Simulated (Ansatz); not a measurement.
C2H8BN, SMILES `CBCN`. Charge 0, multiplicity 1.

Cartesian coordinates in Å:
```
C 1.6837 -0.8244 0.1207
B 0.5805 0.2123 -0.2443
C -0.8991 0.0267 0.1971
N -1.7664 1.1822 0.0599
H 1.3233 -1.7352 0.6046
H 2.3767 -0.3300 0.8167
H 2.3000 -1.0930 -0.7429
H 0.8786 1.1690 -0.9135
H -1.2130 -0.8586 -0.4021
H -0.9263 -0.3406 1.2322
H -2.7452 0.9300 0.0848
H -1.5927 1.6616 -0.8132
```

Problem. Give the diagnostics of a CCSD(T)/def2-TZVPP run (frozen core, Ansatz 0.2.0). (Best estimate.)

Solution. Computed: T1 = 0.0095, largest single amplitude 0.012, largest double 0.013, (T) share of the correlation energy 3.6 %, 9 CCSD cycles. The RHF solution is stable towards an unrestricted one. T1 lies under the customary mark of 0.02 for closed shells.
